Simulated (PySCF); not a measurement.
C₅H₇F. Atoms are numbered in the order given.

```xyz
13

C      0.9539     2.0791     0.0000
C      0.8700     0.7388     0.0000
C     -0.3757    -0.0297     0.0000
C     -1.7018     0.6816     0.0000
C     -0.3462    -1.3734     0.0000
F      0.7990    -2.0712     0.0000
H      0.0689     2.7207     0.0000
H      1.9243     2.5810     0.0000
H      1.7900     0.1474     0.0000
H     -2.5425    -0.0273     0.0000
H     -1.8020     1.3294     0.8866
H     -1.8020     1.3294    -0.8866
H     -1.2290    -2.0188     0.0000
```
Charge 0, spin multiplicity 1.

The structure is a stationary point at B3LYP-D3(BJ)/def2-SVP. One conformer was computed; it need not be the lowest.

Method: SMD-M06-2X/def2-SVP (PySCF).

Solvation free energies are E(SMD) − E(gas) at the gas-phase geometry, for 1 M in both phases. In vacuum the dipole moment is 1.54 D.

Computed solvation free energies in water, ethanol, ethylethanoate:
```tsv
solvent	ΔG(solv) (kcal/mol)	its non-electrostatic (CDS) part	dipole (D)
water	0.9	4.8	1.99
ethanol	-2.8	0.9	1.97
ethylethanoate	-3.0	0.0	1.88
```
